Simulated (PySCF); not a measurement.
# `InChI=1S/C5H10O2/c1-7-5-2-4(6)3-5/h4-6H,2-3H2,1H3/t4-,5+`

Molfile (atoms numbered from 1):
```
C5H10O2
     RDKit          3D

 17 17  0  0  0  0  0  0  0  0999 V2000
   -2.5535    0.4295    0.0251 C   0  0  0  0  0  0  0  0  0  0  0  0
   -1.2343    0.8713   -0.1722 O   0  0  0  0  0  0  0  0  0  0  0  0
   -0.3050   -0.1661   -0.3511 C   0  0  1  0  0  0  0  0  0  0  0  0
    1.0604    0.3391   -0.8446 C   0  0  0  0  0  0  0  0  0  0  0  0
    1.7501   -0.4540    0.2858 C   0  0  1  0  0  0  0  0  0  0  0  0
    2.7090    0.2052    1.0535 O   0  0  0  0  0  0  0  0  0  0  0  0
    0.3710   -0.7182    0.9256 C   0  0  0  0  0  0  0  0  0  0  0  0
   -2.8926   -0.1924   -0.8123 H   0  0  0  0  0  0  0  0  0  0  0  0
   -2.6502   -0.1478    0.9523 H   0  0  0  0  0  0  0  0  0  0  0  0
   -3.1738    1.3215    0.0886 H   0  0  0  0  0  0  0  0  0  0  0  0
   -0.7287   -0.9557   -0.9847 H   0  0  0  0  0  0  0  0  0  0  0  0
    1.3337    0.0839   -1.8643 H   0  0  0  0  0  0  0  0  0  0  0  0
    1.1455    1.4148   -0.7051 H   0  0  0  0  0  0  0  0  0  0  0  0
    2.2368   -1.3646   -0.0679 H   0  0  0  0  0  0  0  0  0  0  0  0
    2.3266    1.0266    1.3854 H   0  0  0  0  0  0  0  0  0  0  0  0
    0.1489   -1.7479    1.1941 H   0  0  0  0  0  0  0  0  0  0  0  0
    0.1880   -0.0714    1.7826 H   0  0  0  0  0  0  0  0  0  0  0  0
  1  2  1  0
  2  3  1  0
  3  4  1  0
  4  5  1  0
  5  6  1  0
  5  7  1  0
  7  3  1  0
  1  8  1  0
  1  9  1  0
  1 10  1  0
  3 11  1  6
  4 12  1  0
  4 13  1  0
  5 14  1  6
  6 15  1  0
  7 16  1  0
  7 17  1  0
M  END
```

The calculation used GIAO PBE0/pcSseg-1 magnetisability, rotational g tensor and spin-rotation constants, non-relativistic, gas phase in PySCF 2.14.0. Geometry: GFN2-xTB, dihedral held. The dihedral C7–C3–O2–C1 is held at 270°.

What are the magnetisability and the molar susceptibility?

Isotropic -1106 × 10⁻³⁰ J/T², or -66.6 × 10⁻⁶ cm³/mol; principal values -1237, -1086, -993 × 10⁻³⁰ J/T², anisotropy 213 × 10⁻³⁰ J/T² (root of half the summed squared differences of the principal values). The susceptibility is in cgs units.

Split it along the inertial axes a, b, c into diamagnetic and paramagnetic parts about the centre of mass, with the quadrupole moment.


```tsv
axis	χ (10⁻⁶ cm³/mol)	diamagnetic (10⁻⁶ cm³/mol)	paramagnetic (10⁻⁶ cm³/mol)	summed x² of all electrons (Å²)	quadrupole Θ (D Å)
a	-73.8	-281.6	207.8	189.5	-5.77
b	-65.6	-920.1	854.5	39.0	-0.27
c	-60.3	-969.7	909.4	27.3	+6.04
```
Anisotropies 2χaa − χbb − χcc = -21.8 and 2χbb − χaa − χcc = +3.0 × 10⁻⁶ cm³/mol. Θ is traceless in Buckingham's convention.

And the rotational g tensor?


| axis | rotational constant (GHz) | g | nuclear part | electronic part |
| --- | --- | --- | --- | --- |
| a | 6.8946 | -0.0020 | 0.6710 | -0.6730 |
| b | 1.4602 | -0.0083 | 0.5779 | -0.5862 |
| c | 1.3851 | -0.0137 | 0.5780 | -0.5917 |

Asymmetric top; isotopes 12C, 1H, 16O; no vibrational averaging.
